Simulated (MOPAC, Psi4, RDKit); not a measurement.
Torsional profile of SMILES C[Si](C)(C)[SiH2][SiH2]Cl (C3H13ClSi3). Scanned: dihedral Si2–Si5–Si6–Cl7; all other coordinates were relaxed at GFN2-xTB. GFN2-xTB can order the conformers of Si and Ge chains otherwise than DFT does. Points at φ and −φ are mirror images. Heavy atoms are numbered in the order of the SMILES C[Si](C)(C)[SiH2][SiH2]Cl, hydrogens after them in the order of the atoms that carry them; the mirror image has the same energies with the sign of each dihedral reversed.

MMFF94 // GFN2-xTB (RDKit); UFF // GFN2-xTB (RDKit); PM6, restricted, heats of formation // GFN2-xTB (MOPAC); PBE-D3(BJ)/def2-SVP // GFN2-xTB (Psi4).

Energies relative to the lowest point of each profile, in kcal/mol; the last columns give the difference from PBE-D3(BJ):

```json
[
 {"φ / °": "-165", "MMFF94": "0.18", "UFF": "0.18", "PM6": "0.08", "PBE-D3(BJ)/def2-SVP": "1.99", "MMFF94 − PBE-D3(BJ)/def2-SVP": "-1.81", "UFF − PBE-D3(BJ)/def2-SVP": "-1.80", "PM6 − PBE-D3(BJ)/def2-SVP": "-1.91"},
 {"φ / °": "-150", "MMFF94": "0.66", "UFF": "0.68", "PM6": "0.34", "PBE-D3(BJ)/def2-SVP": "2.39", "MMFF94 − PBE-D3(BJ)/def2-SVP": "-1.73", "UFF − PBE-D3(BJ)/def2-SVP": "-1.71", "PM6 − PBE-D3(BJ)/def2-SVP": "-2.05"},
 {"φ / °": "-135", "MMFF94": "1.17", "UFF": "1.20", "PM6": "0.63", "PBE-D3(BJ)/def2-SVP": "2.80", "MMFF94 − PBE-D3(BJ)/def2-SVP": "-1.63", "UFF − PBE-D3(BJ)/def2-SVP": "-1.60", "PM6 − PBE-D3(BJ)/def2-SVP": "-2.17"},
 {"φ / °": "-120", "MMFF94": "1.42", "UFF": "1.47", "PM6": "0.81", "PBE-D3(BJ)/def2-SVP": "2.97", "MMFF94 − PBE-D3(BJ)/def2-SVP": "-1.55", "UFF − PBE-D3(BJ)/def2-SVP": "-1.50", "PM6 − PBE-D3(BJ)/def2-SVP": "-2.17"},
 {"φ / °": "-105", "MMFF94": "1.32", "UFF": "1.40", "PM6": "0.80", "PBE-D3(BJ)/def2-SVP": "2.74", "MMFF94 − PBE-D3(BJ)/def2-SVP": "-1.43", "UFF − PBE-D3(BJ)/def2-SVP": "-1.34", "PM6 − PBE-D3(BJ)/def2-SVP": "-1.95"},
 {"φ / °": "-90", "MMFF94": "0.83", "UFF": "0.96", "PM6": "0.62", "PBE-D3(BJ)/def2-SVP": "2.08", "MMFF94 − PBE-D3(BJ)/def2-SVP": "-1.25", "UFF − PBE-D3(BJ)/def2-SVP": "-1.12", "PM6 − PBE-D3(BJ)/def2-SVP": "-1.46"},
 {"φ / °": "-75", "MMFF94": "0.32", "UFF": "0.48", "PM6": "0.42", "PBE-D3(BJ)/def2-SVP": "1.15", "MMFF94 − PBE-D3(BJ)/def2-SVP": "-0.83", "UFF − PBE-D3(BJ)/def2-SVP": "-0.67", "PM6 − PBE-D3(BJ)/def2-SVP": "-0.73"},
 {"φ / °": "-60", "MMFF94": "0.12", "UFF": "0.26", "PM6": "0.27", "PBE-D3(BJ)/def2-SVP": "0.40", "MMFF94 − PBE-D3(BJ)/def2-SVP": "-0.28", "UFF − PBE-D3(BJ)/def2-SVP": "-0.14", "PM6 − PBE-D3(BJ)/def2-SVP": "-0.13"},
 {"φ / °": "-45", "MMFF94": "0.34", "UFF": "0.39", "PM6": "0.21", "PBE-D3(BJ)/def2-SVP": "0.00", "MMFF94 − PBE-D3(BJ)/def2-SVP": "0.34", "UFF − PBE-D3(BJ)/def2-SVP": "0.39", "PM6 − PBE-D3(BJ)/def2-SVP": "0.21"},
 {"φ / °": "-30", "MMFF94": "0.92", "UFF": "0.87", "PM6": "0.25", "PBE-D3(BJ)/def2-SVP": "0.05", "MMFF94 − PBE-D3(BJ)/def2-SVP": "0.87", "UFF − PBE-D3(BJ)/def2-SVP": "0.82", "PM6 − PBE-D3(BJ)/def2-SVP": "0.20"},
 {"φ / °": "-15", "MMFF94": "1.53", "UFF": "1.41", "PM6": "0.32", "PBE-D3(BJ)/def2-SVP": "0.34", "MMFF94 − PBE-D3(BJ)/def2-SVP": "1.18", "UFF − PBE-D3(BJ)/def2-SVP": "1.07", "PM6 − PBE-D3(BJ)/def2-SVP": "-0.02"},
 {"φ / °": "0", "MMFF94": "1.71", "UFF": "1.58", "PM6": "0.35", "PBE-D3(BJ)/def2-SVP": "0.44", "MMFF94 − PBE-D3(BJ)/def2-SVP": "1.27", "UFF − PBE-D3(BJ)/def2-SVP": "1.14", "PM6 − PBE-D3(BJ)/def2-SVP": "-0.09"},
 {"φ / °": "15", "MMFF94": "1.53", "UFF": "1.41", "PM6": "0.32", "PBE-D3(BJ)/def2-SVP": "0.34", "MMFF94 − PBE-D3(BJ)/def2-SVP": "1.18", "UFF − PBE-D3(BJ)/def2-SVP": "1.07", "PM6 − PBE-D3(BJ)/def2-SVP": "-0.02"},
 {"φ / °": "30", "MMFF94": "0.92", "UFF": "0.87", "PM6": "0.25", "PBE-D3(BJ)/def2-SVP": "0.05", "MMFF94 − PBE-D3(BJ)/def2-SVP": "0.87", "UFF − PBE-D3(BJ)/def2-SVP": "0.82", "PM6 − PBE-D3(BJ)/def2-SVP": "0.20"},
 {"φ / °": "45", "MMFF94": "0.34", "UFF": "0.39", "PM6": "0.21", "PBE-D3(BJ)/def2-SVP": "0.00", "MMFF94 − PBE-D3(BJ)/def2-SVP": "0.34", "UFF − PBE-D3(BJ)/def2-SVP": "0.39", "PM6 − PBE-D3(BJ)/def2-SVP": "0.21"},
 {"φ / °": "60", "MMFF94": "0.12", "UFF": "0.26", "PM6": "0.27", "PBE-D3(BJ)/def2-SVP": "0.40", "MMFF94 − PBE-D3(BJ)/def2-SVP": "-0.28", "UFF − PBE-D3(BJ)/def2-SVP": "-0.14", "PM6 − PBE-D3(BJ)/def2-SVP": "-0.13"},
 {"φ / °": "75", "MMFF94": "0.32", "UFF": "0.48", "PM6": "0.42", "PBE-D3(BJ)/def2-SVP": "1.15", "MMFF94 − PBE-D3(BJ)/def2-SVP": "-0.83", "UFF − PBE-D3(BJ)/def2-SVP": "-0.67", "PM6 − PBE-D3(BJ)/def2-SVP": "-0.73"},
 {"φ / °": "90", "MMFF94": "0.83", "UFF": "0.96", "PM6": "0.62", "PBE-D3(BJ)/def2-SVP": "2.08", "MMFF94 − PBE-D3(BJ)/def2-SVP": "-1.25", "UFF − PBE-D3(BJ)/def2-SVP": "-1.12", "PM6 − PBE-D3(BJ)/def2-SVP": "-1.46"},
 {"φ / °": "105", "MMFF94": "1.32", "UFF": "1.40", "PM6": "0.80", "PBE-D3(BJ)/def2-SVP": "2.74", "MMFF94 − PBE-D3(BJ)/def2-SVP": "-1.43", "UFF − PBE-D3(BJ)/def2-SVP": "-1.34", "PM6 − PBE-D3(BJ)/def2-SVP": "-1.95"},
 {"φ / °": "120", "MMFF94": "1.42", "UFF": "1.47", "PM6": "0.81", "PBE-D3(BJ)/def2-SVP": "2.97", "MMFF94 − PBE-D3(BJ)/def2-SVP": "-1.55", "UFF − PBE-D3(BJ)/def2-SVP": "-1.50", "PM6 − PBE-D3(BJ)/def2-SVP": "-2.17"},
 {"φ / °": "135", "MMFF94": "1.17", "UFF": "1.20", "PM6": "0.63", "PBE-D3(BJ)/def2-SVP": "2.80", "MMFF94 − PBE-D3(BJ)/def2-SVP": "-1.63", "UFF − PBE-D3(BJ)/def2-SVP": "-1.60", "PM6 − PBE-D3(BJ)/def2-SVP": "-2.17"},
 {"φ / °": "150", "MMFF94": "0.66", "UFF": "0.68", "PM6": "0.34", "PBE-D3(BJ)/def2-SVP": "2.39", "MMFF94 − PBE-D3(BJ)/def2-SVP": "-1.73", "UFF − PBE-D3(BJ)/def2-SVP": "-1.71", "PM6 − PBE-D3(BJ)/def2-SVP": "-2.05"},
 {"φ / °": "165", "MMFF94": "0.18", "UFF": "0.18", "PM6": "0.08", "PBE-D3(BJ)/def2-SVP": "1.99", "MMFF94 − PBE-D3(BJ)/def2-SVP": "-1.81", "UFF − PBE-D3(BJ)/def2-SVP": "-1.80", "PM6 − PBE-D3(BJ)/def2-SVP": "-1.91"},
 {"φ / °": "180", "MMFF94": "0.00", "UFF": "0.00", "PM6": "0.00", "PBE-D3(BJ)/def2-SVP": "1.85", "MMFF94 − PBE-D3(BJ)/def2-SVP": "-1.85", "UFF − PBE-D3(BJ)/def2-SVP": "-1.85", "PM6 − PBE-D3(BJ)/def2-SVP": "-1.85"}
]
```

MMFF94 is furthest from PBE-D3(BJ)/def2-SVP at 180 (-1.85 kcal/mol, below); its mean absolute difference over the points is 1.20 kcal/mol.

UFF is furthest from PBE-D3(BJ)/def2-SVP at 180 (-1.85 kcal/mol, below); its mean absolute difference over the points is 1.14 kcal/mol.

PM6 is furthest from PBE-D3(BJ)/def2-SVP at -135 (-2.17 kcal/mol, below); its mean absolute difference over the points is 1.16 kcal/mol.

MMFF94 has few fitted parameters for silicon.
